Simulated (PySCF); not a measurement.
**BeCl: frontier orbitals**

PW91 at R = 1.806 Å; Be pcseg-2, Cl pcseg-2; no relativity (PySCF 2.14). State: ²Σ⁺ (doublet), unpaired electrons σ ↑. Only the outer orbitals are listed, counted within each symmetry.

| spin | orbital | occ. | ε (eV) | on Be (%) | main shells (%) |
| --- | --- | --- | --- | --- | --- |
| α | 5σ | 1 | -20.44 | 7 | 92 Cl s |
| α | 6σ | 1 | -10.07 | 21 | 76 Cl p, 14 Be s |
| α | 2π | 1 | -8.38 | 8 | 92 Cl p |
| α | 2π | 1 | -8.38 | 8 | 92 Cl p |
| α | 7σ | 1 | -5.34 | 98 | 71 Be s, 27 Be p |
| α | 3π | 0 | -1.96 | 94 | 94 Be p |
| α | 3π | 0 | -1.96 | 94 | 94 Be p |
| α | 8σ | 0 | 0.34 | 104 | 75 Be s, 28 Be p |
| β | 5σ | 1 | -20.41 | 7 | 92 Cl s |
| β | 6σ | 1 | -9.96 | 19 | 77 Cl p, 11 Be s |
| β | 2π | 1 | -8.35 | 6 | 94 Cl p |
| β | 2π | 1 | -8.35 | 6 | 94 Cl p |
| β | 7σ | 0 | -3.23 | 99 | 83 Be s, 15 Be p |
| β | 3π | 0 | -0.89 | 95 | 95 Be p |
| β | 3π | 0 | -0.89 | 95 | 95 Be p |

**Question.** Which are the highest filled and the lowest empty level, where do they sit, and how wide is the gap?

**Answer.** Highest filled α 7σ at -5.34 eV (in %: 71 Be s, 27 Be p); lowest empty β 7σ at -3.23 eV (in %: 83 Be s, 15 Be p); the gap at PW91 is 2.11 eV.

- bond order (Mayer): 1.23
- ⟨S²⟩: 0.752
- charge on Be (Mulliken, basis-dependent): 0.20
- charge on Be (Löwdin, basis-dependent): -0.08
- dipole moment (positive dipole means Be(−)Cl(+)): -0.84 D

Shares are Mulliken populations and can fall outside 0 to 100 %.

The state is the lowest determinant that a PBE0 search found; another state may lie lower at other levels.
